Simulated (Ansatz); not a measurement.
Cost and result up the ladder for AsP3SOO nortricyclane (AsP3SO2) (7 atoms). Total charge 0; singlet. Geometry: PBE0-D4/def2-SVP.

```xyz
7

As    0.477    0.352    1.544
S     0.808   -1.712    0.692
P    -0.030   -1.348   -1.204
P     0.463    0.854   -1.425
O     1.097    1.196    0.074
P    -1.588    0.202   -0.643
O    -1.228    0.457    0.961
```

Ansatz; hardware A = 2 threads of AMD EPYC 7R13 on a shared host; B = 2 threads of AMD EPYC 7R13 on a shared host and a share (18 GiB) of an NVIDIA H100 80GB HBM3. Times are rough, and most runs start from the orbitals of an earlier one. ωB97M-V/def2-TZVP serves as the yardstick here, not as an exact answer. Differences are given only for rows in sets of like size (and for xTB, whose basis is part of the method), since another set adds its own error. Binding counts from free atoms at the same level (As quartet, S triplet, P quartet, O triplet; other spins of the atoms weren't run), without zero-point energy or a counterpoise term.

The 6-31G sets use Cartesian d functions. B3LYP takes the VWN-RPA correlation. Correlated methods freeze 31 core orbitals; core or outer-core shells of As are correlated, in sets that lack core-valence functions. The rows differ in basis, and correlated rows in double-zeta sets carry the largest basis error.

Correlated methods converge slowly with the basis, most of all in double-zeta sets.

```tsv
level	functions	wall time	binding energy per atom (eV)	difference from ωB97M-V/def2-TZVP (eV)
HF/6-31G [A]	99	1.9 s	0.41	–
PBE-D4/def2-SVP [A]	132	2.5 s	3.82	–
LDA (SPW92)/def2-TZVP [A]	258	3.7 s	4.65	0.97
B3LYP-D4/6-31G [A]	99	3.8 s	2.66	–
PBE0-D4/def2-SVP [A]	132	4.6 s	3.52	–
CCSD(T)/def2-SVP [B]	132	7 s	2.89	–
PBE-D4/def2-TZVP (with forces) [A]	258	9 s	3.93	0.24
r2SCAN-D4/def2-TZVP [A]	258	14 s	3.68	0.00
PBE0-D4/def2-TZVP [A]	258	15 s	3.66	-0.02
RPA@PBE/def2-TZVP [A]	258	15 s	3.25	-0.43
r2SCAN0-D4/def2-TZVP [A]	258	17 s	3.47	-0.21
MP2/def2-TZVP [A]	258	18 s	3.55	-0.13
ωB97M-V/def2-TZVP [A]	258	29 s	3.68	0.00
```
